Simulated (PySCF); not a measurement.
AuCl, SMILES [Cl][Au], multiplicity 1. Heavy atoms are numbered as in [Au:1][Cl:2].

Geometry: B3LYP-D3(BJ)/def2-TZVPD. The spin state was assumed, not searched. The def2 effective core potentials stand for the cores of Au; spin–orbit coupling is left out.

All values below come from r2SCAN/def2-TZVPD (PySCF).

Mulliken values depend strongly on the basis, most of all with diffuse functions as here. ESP charges are fitted to the potential on shells at 1.4 to 2.0 van der Waals radii. Atomic charges (e), one atom of each kind:

```csv
atom,Mulliken,ESP fit
Au1,0.34,0.34
Cl2,-0.34,-0.34
```
